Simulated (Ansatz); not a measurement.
Reactions of `O[SiH](O)[SiH3]`.

Isolated molecules relaxed with PBE0-D4/def2-TZVP in Ansatz; ΔE leaves out vibrations. CCSD(T)/CBS adds triple-zeta CCSD(T) − MP2 to the extrapolated MP2 energy (def2 sets, frozen cores). Small cases extrapolate CCSD(T) itself. DFT in def2-TZVPP. Open shells (•) are unrestricted, without spin–orbit coupling. Spin–orbit coupling would lower the free atoms: a little for F. Elements past krypton have def2 core potentials. For Sb outer-core shells are correlated without core-valence functions, so the limit isn't a true one: a few kJ/mol of doubt a bond, and 10 to 20 or more in all where bonds break to atoms. Each species was taken in one conformer, which may not be the lowest.

| reaction | MP2/CBS(def2) (kcal/mol) | B2PLYP (kcal/mol) |
| --- | --- | --- |
| `O[SiH](O)[SiH3]` + `[CH3][SbH2]` → `[SiH3][CH2][SbH2]` + `O[SiH2]O` | -6.3 | -3.3 |
| `O[SiH](O)[SiH3]` + `[OH][AlH2]` → `[AlH2][O][SiH3]` + `O[SiH2]O` | -30.1 | -29.5 |
| `O[SiH](O)[SiH3]` + H–F → `O[SiH](O)F` + SiH₄ | -42.9 | -44.2 |
| `O[SiH](O)[SiH3]` + `N[Si](F)(F)F` → `O[SiH](O)N[Si](F)(F)F` + SiH₄ | -24.5 | -23.1 |
| `O[SiH](O)[SiH3]` + `N[SiH](N)O` → `N[SiH](N)O[SiH3]` + `O[SiH2]O` | -29.6 | -28.3 |
| `O[SiH](O)[SiH3]` + `[CH3]`• → `O[Si](O)[SiH3]`• + CH₄ | -17.3 | -16.9 |
| `O[SiH](O)[SiH3]` + F• → `O[SiH](O)[SiH2]`• + H–F | -55.3 | -46.7 |

Question: Give the CCSD(T)/CBS values in the same order. (Estimate.)

Answer: Ansatz gave: -4.2, -28.2, -42.2, -23.2, -27.6, -16.0, -48.8 kcal/mol.

Largest T1 diagnostic: 0.016, for `O[Si](O)[SiH3]`•.

Extrapolated directly: `O[SiH](O)[SiH3]` + H–F → `O[SiH](O)F` + SiH₄.
